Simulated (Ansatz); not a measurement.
Two members of one family (Al oxide hydroxide), computed with Ansatz in the gas phase. The two geometries come from different levels. A negative affinity means that the extra electron isn't bound at that geometry and level; within about 0.2 eV of zero the sign isn't settled. Binding counts from free atoms in the multiplicity of their measured ground term, without zero-point energy. A dash marks a value that wasn't run or was left out as unsound. The structures are stationary points that may keep the symmetry of their start. Remarks come from the PBE and PBE0 runs and from stability tests at other levels; not every state was tested. A HOMO above zero means that the electron is unbound at that level and held by the basis, or that self-interaction error raises the level; the energy of removing that electron tells which.

First: AlO2H (singlet, charge 0, PBE-D4/def2-TZVP geometry).

Cartesian coordinates in Å:
```
Al 0.2567 -0.4105 -0.3717
O 1.0072 -1.2190 -1.5530
O -0.5420 0.3425 0.9145
H -0.7219 1.2870 1.0102
```

```csv
level,HOMO (eV),LUMO (eV),gap (eV),vertical EA (eV),binding per atom (eV)
PBE-D4/def2-SVP,-5.88,-2.99,2.88,–,3.76
PBE-D4/def2-TZVP,-6.14,-3.25,2.89,–,3.81
PBE-D4/def2-TZVPD,-6.22,-3.37,2.86,0.97,3.82
r2SCANh-D4/def2-TZVP,-6.88,-2.61,4.27,–,3.63
PBE0-D4/def2-TZVPD,-7.57,-2.53,5.04,0.91,3.58
```

Remarks: HOMO above zero (-1 doublet).

Second: AlO3H3 (singlet, charge 0, PBE0-D4/def2-TZVP geometry).

```xyz
7

Al   -0.0006   -0.0007   -0.0010
O    -1.0487    1.2984   -0.2554
O    -0.5643   -1.4084    0.7405
O     1.6135    0.1096   -0.4868
H    -0.0058   -2.1660    0.9049
H    -1.9674    1.2787    0.0057
H     1.9733    0.8884   -0.9078
```

Problem. Estimate the same table for the second.

Solution. 
```csv
level,HOMO (eV),LUMO (eV),gap (eV),vertical EA (eV),binding per atom (eV)
PBE-D4/def2-SVP,-6.81,-0.98,5.83,–,4.10
PBE-D4/def2-TZVP,-7.29,-1.29,6.00,–,4.14
PBE-D4/def2-TZVPD,-7.43,-1.66,5.78,-0.09,4.15
r2SCANh-D4/def2-TZVP,-8.33,-0.48,7.84,–,4.06
PBE0-D4/def2-TZVPD,-9.12,-0.91,8.21,-0.25,4.03
```

Remarks: HOMO above zero (-1 doublet).
